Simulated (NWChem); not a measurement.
# SnAsH5; SMILES [AsH2][SnH3]

```xyz
7

Sn    -0.0178    -1.0756     0.0008
As    -0.0428     1.5413     0.0061
H     -0.6983    -1.6209    -1.4748
H     -0.9864    -1.6290     1.3019
H      1.5646    -1.7154     0.1631
H      1.1299     1.5977    -0.9699
H      0.8939     1.5906     1.2108
```
Atoms are numbered in this order, from 1.

Level: PBE0/def2-SVP with def2 effective core potentials on Sn (NWChem), optimised geometry, unscaled harmonic frequencies. def2 effective core potentials on Sn; no spin-orbit coupling.

Task: List the harmonic frequencies with IR intensities, and the thermochemistry.

Result: 
```csv
frequency (cm⁻¹),IR intensity (km/mol)
105,0.5
223,1.9
364,22.1
377,17.3
610,35.1
646,7.3
682,284.8
730,49.7
733,45.2
993,16.1
1922,121.5
1932,162.7
1939,171.5
2210,69.3
2223,82.5
```

* **zero-point energy**: 22.4 kcal/mol
* **thermal correction to the enthalpy at 298.15 K (with zero-point energy)**: 26.4 kcal/mol
* **heat capacity Cv**: 17.6 cal/(mol K)
* **entropy at 298.15 K and 1 atm (symmetry number 1)**: 76.6 cal/(mol K)

Rigid rotor and harmonic oscillator.
